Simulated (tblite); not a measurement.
Isomers of C5H6NO2 (doublet state). Method: GFN2-xTB as coded in tblite; computed harmonic values from a numerical Hessian at the method's own geometry, unscaled. Errors from tens to a few hundred cm⁻¹ against measured bands are possible. One conformer each. Open shells enter through the occupations alone, without spin polarisation, and single modes of such species can be off by tens of per cent.

Electronic energies: GFN2-xTB at the same geometries; isomer energies are rough at this level and their order can be wrong.

| SMILES | electronic energy, lowest = 0 (kcal/mol) |
| --- | --- |
| C=CO/C=C\[N]C=O | 0.0 |
| C=CO/C=C\N[C]=O | 9.0 |
| C=CO/C=[C]/NC=O | 22.3 |

**Question.** How do GFN2-xTB zero-point energies change the relative energies?

**Answer.** 
| SMILES | ZPE (kcal/mol) | of it from modes above 1550 cm⁻¹ | electronic (kcal/mol) | with ZPE, lowest = 0 (kcal/mol) | lowest mode (cm⁻¹) | rings |
| --- | --- | --- | --- | --- | --- | --- |
| C=CO/C=C\[N]C=O | 62.2 | 30.5 | 0.0 | 0.0 | 42 | 0 |
| C=CO/C=C\N[C]=O | 63.2 | 34.5 | 9.0 | 10.0 | 49 | 0 |
| C=CO/C=[C]/NC=O | 62.3 | 33.5 | 22.3 | 22.4 | 60 | 0 |

The zero-point energies span 1.0 kcal/mol, from `C=CO/C=C\[N]C=O` to `C=CO/C=C\N[C]=O`. The order is unchanged.

**Question.** What do entropy and thermal enthalpy add at 298.15 K and 1 bar (rigid rotor, harmonic oscillator, one conformer each)?

**Answer.** 
```
         SMILES  point group  symmetry number  S (cal/(mol K))  H − H(0) (kcal/mol)  ZPE + H − H(0) − TS (kcal/mol)
C=CO/C=C\[N]C=O           C1                1             94.7                 6.11                            40.0
C=CO/C=C\N[C]=O           Cs                1             94.8                 6.15                            41.1
C=CO/C=[C]/NC=O           C1                1             94.1                 6.13                            40.3
```

S holds R ln(2S + 1) for the spin.
